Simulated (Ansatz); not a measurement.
SnO₂. Charge 0, multiplicity 1. Geometry B3LYP-D4/def2-TZVP; atoms count from 1.

```xyz
3

Sn    0.000    0.000    0.000
O     0.608    1.319   -1.086
O    -0.608   -1.319    1.086
```

In the def2 sets Sn takes a core potential; there is no spin–orbit coupling. The structure comes from a short search, and lower isomers may exist.

Estimate the Mulliken populations from the PBE0/def2-TZVP orbitals of Ansatz.


```
atom  charge (e)
 Sn1        1.05
  O2       -0.53
  O3       -0.53
```
Mulliken values depend strongly on the basis.

And the Mayer bond orders between heavy atoms (over 0.3)?

Sn1–O2 1.86 (1.81 Å); Sn1–O3 1.86 (1.81 Å).
